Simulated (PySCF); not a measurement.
Two-component Hartree-Fock for Pt+ (platinum, charge +1)

Start: [Xe] 4f14 5d8 6s1; 5d3/2 filled at m_j = -1/2, +1/2, +3/2; 5d5/2 filled at m_j = -3/2, -1/2, +1/2, +3/2, +5/2; 6s1/2 filled at m_j = +1/2. Calculated with PySCF 2.14 in x2c-SVPall-2c with one added diffuse shell each of s, d type (8s9p10d2f, 99 functions): generalised Hartree-Fock with the X2C-1e Hamiltonian and a Gaussian nucleus; one run each with spin-orbit coupling (SO) switched off, then screened by Boettger's factors. This is a chosen level, not necessarily the ground level.

```csv
spinor shell,electrons,"ε, spin-free (eV)","ε, screened SO (eV)",weight of nominal j (screened SO),"rms radius, screened SO (bohr)"
1s1/2,2,-78838.1,-78809.3,1.000,0.0194
2s1/2,2,-14009.5,-14000.4,1.000,0.0782
2p1/2,2,-12153.8,-13396.9,1.000,0.0663
2p3/2,4,-12153.8,-11661.9,1.000,0.0741
3s1/2,2,-3367.0,-3363.9,1.000,0.200
3p1/2,2,-2817.8,-3093.8,1.000,0.191
3p3/2,4,-2817.8,-2706.3,1.000,0.207
3d3/2,4,-2212.8,-2260.2,1.000,0.183
3d5/2,6,-2212.8,-2178.2,1.000,0.186
4s1/2,2,-768.52,-767.50,1.000,0.441
4p1/2,2,-585.25,-651.55,1.000,0.447
4p3/2,4,-585.25,-558.13,1.000,0.480
4d3/2,4,-357.75,-367.68,1.000,0.497
4d5/2,6,-357.75,-350.00,1.000,0.507
5s1/2,2,-131.57,-131.34,1.000,1.02
4f5/2,6,-102.91,-104.41,0.998,0.564
4f7/2,8,-102.91,-100.86,0.998,0.565
5p1/2,2,-80.776,-92.215,0.994,1.16
5p3/2,4,-80.776,-75.781,0.997,1.20
5d5/2,5,-22.650,-22.202,0.714,1.72
5d3/2,3,-22.650,-23.490,0.828,1.69
6s1/2,1,-16.957,-16.945,0.999,2.88
```

```json
{"quantity": "E (hartree)", "spin-free": "-18398.42731", "screened SO": "-18425.19417"}
{"quantity": "M_J", "spin-free": "9/2", "screened SO": "9/2"}
{"quantity": "⟨J²⟩", "spin-free": "24.755", "screened SO": "24.757"}
{"quantity": "⟨L²⟩", "spin-free": "12.005", "screened SO": "12.354"}
{"quantity": "⟨S²⟩", "spin-free": "3.751", "screened SO": "3.797"}
```

Each row is a mean over spinors that exchange with the open shell spreads, by up to 6.705 eV (5p3/2).

Rows whose weight is well below 1 are mixtures of j = l ± 1/2: exchange outweighs spin-orbit coupling there, and the label is only the starting occupation.

Breit and QED terms are absent; they matter most for the inner s and p1/2 levels.

Densities and radii are taken from the X2C orbitals without a picture-change correction, which distorts them close to the nucleus.

Without spin-orbit coupling the j labels of p, d and f shells carry no meaning; the spin-free column gives the mean over the occupied spinors of each nl shell.
